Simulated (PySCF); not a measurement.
Al(Me)2(NH2), C₂H₈AlN, SMILES [Al]([CH3])([CH3])[NH2], PBE0/def2-SVP optimised geometry.

```
12

Al    -0.12     0.10     0.00
C      1.84     0.10     0.00
H      2.27    -0.91    -0.01
H      2.23     0.62     0.89
H      2.24     0.64    -0.88
C     -1.18     1.75     0.00
H     -0.95     2.37     0.88
H     -2.27     1.57     0.00
H     -0.95     2.37    -0.88
N     -0.98    -1.46     0.00
H     -1.98    -1.58     0.00
H     -0.53    -2.37     0.00
```

Density from PBE0/def2-TZVP (PySCF) at that geometry.

Minimum of the electron density along straight lines between bonded atoms, close to the bond critical point (lines longer than 1.1 times the sum of covalent radii, or with two minima, are not listed):

| bond | length / Å | ρ at the minimum / e bohr⁻³ | ∇²ρ there / e bohr⁻⁵ | position (fraction from the first atom) |
|---|---|---|---|---|
| Al1–C2 | 1.960 | 0.085 | 0.25 | 0.40 |
| C2–H3 | 1.102 | 0.264 | -0.85 | 0.64 |
| C2–H4 | 1.104 | 0.261 | -0.83 | 0.64 |
| C2–H5 | 1.104 | 0.262 | -0.84 | 0.64 |
| Al1–C6 | 1.960 | 0.085 | 0.25 | 0.40 |
| C6–H7 | 1.104 | 0.262 | -0.84 | 0.64 |
| C6–H8 | 1.102 | 0.264 | -0.85 | 0.64 |
| C6–H9 | 1.104 | 0.261 | -0.83 | 0.64 |
| Al1–N10 | 1.780 | 0.100 | 0.58 | 0.42 |
| N10–H11 | 1.014 | 0.332 | -1.58 | 0.73 |
| N10–H12 | 1.014 | 0.332 | -1.58 | 0.73 |
